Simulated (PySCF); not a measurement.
Cl4Te, SMILES Cl[Te+](Cl)(Cl)Cl, charge +1, multiplicity 2.

Geometry: B3LYP-D3(BJ)/def2-SVP. The def2 effective core potentials stand for the cores of Te; spin–orbit coupling is left out.

The numbers are results of M06-2X/def2-TZVP run with PySCF, not measurements.

Gas-phase values at a fixed geometry.

Task: Estimate the frontier levels, dipole moment and polarisability. (An estimate is asked for; the answer gives what the named calculation found.)

Result: 
| Property | Result |
|---|---|
| α spin, highest occupied and lowest empty level | -14.84 and -7.96 eV |
| β spin, highest occupied and lowest empty level | -16.06 and -10.37 eV |
| dipole moment about the centre of nuclear charge | 0.19 D |
| mean static polarisability | 96.2 bohr³ (14.25 Å³) |
| polarisability, principal values | 78.7, 87.4, 122.5 bohr³ |
| ⟨S²⟩ | 0.772 (pure state 0.75) |
